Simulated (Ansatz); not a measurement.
CH7BClNSi can be A, `N[SiH2]CBCl`, or B, `C[SiH2]NBCl`.

Calculated with Ansatz (gas phase, PBE0-D4/def2-TZVP geometries, no zero-point term in ΔE). CCSD(T)/CBS adds triple-zeta CCSD(T) − MP2 to the extrapolated MP2 energy (def2 sets, frozen cores). DFT in def2-TZVPP. B3LYP here is the variant with VWN-RPA as its local correlation; programs differ in this. One conformer a species, not always the lowest.

A:

Z-matrix (Å, degrees):
```
Si
C 1 1.890
N 1 1.718 2 109.4
H 1 1.492 2 107.2 3 126.2
H 1 1.486 2 110.0 3 -116.7
B 2 1.530 1 109.4 3 -60.9
H 2 1.094 1 104.7 3 59.7
H 2 1.094 1 105.3 3 176.7
H 3 1.007 1 120.9 2 58.4
H 3 1.007 1 119.4 2 -157.3
Cl 6 1.756 2 121.1 1 -92.0
H 6 1.195 2 123.2 1 84.0
```

B:

Z-matrix (Å, degrees):
```
C
Si 1 1.862
H 1 1.092 2 110.8
H 1 1.093 2 111.1 3 -120.4
H 1 1.093 2 110.4 3 120.0
N 2 1.751 1 111.5 3 61.1
H 2 1.488 1 109.5 3 -179.2
H 2 1.483 1 111.4 3 -57.5
B 6 1.393 2 126.4 1 -110.7
H 6 1.012 2 117.4 1 68.8
Cl 9 1.770 6 120.3 2 179.3
H 9 1.192 6 121.8 2 -0.6
```

Task: Which isomer does CCSD(T)/CBS put lower? Give the gap. (Best estimate.)

Result: Computed: B, by 26.8 kcal/mol.

Task: Give E(B) − E(A) in kcal/mol with MP2/def2-TZVPP, CCSD(T)/def2-TZVPP, r2SCAN-D4, PBE-D4, CCSD/def2-TZVPP, B3LYP-D4, ωB97M-V. (Estimate.)

Result: Computed: MP2/def2-TZVPP -27.0, CCSD(T)/def2-TZVPP -27.1, r2SCAN-D4 -26.6, PBE-D4 -26.0, CCSD/def2-TZVPP -27.3, B3LYP-D4 -27.4, ωB97M-V -26.8. None reverses the order clearly.

Largest T1 diagnostic: 0.011.

In def2-TZVPP, CCSD(T) changes the Hartree–Fock value by +1.7 kcal/mol (the triples alone add +0.2 kcal/mol) and MP2 by +1.9 kcal/mol. The D4 term adds +0.7 kcal/mol with B3LYP and +0.4 kcal/mol with PBE0; it sums over pairs of atoms, weighted by their polarisabilities, and B3LYP, whose exchange is more repulsive, gets the larger term.
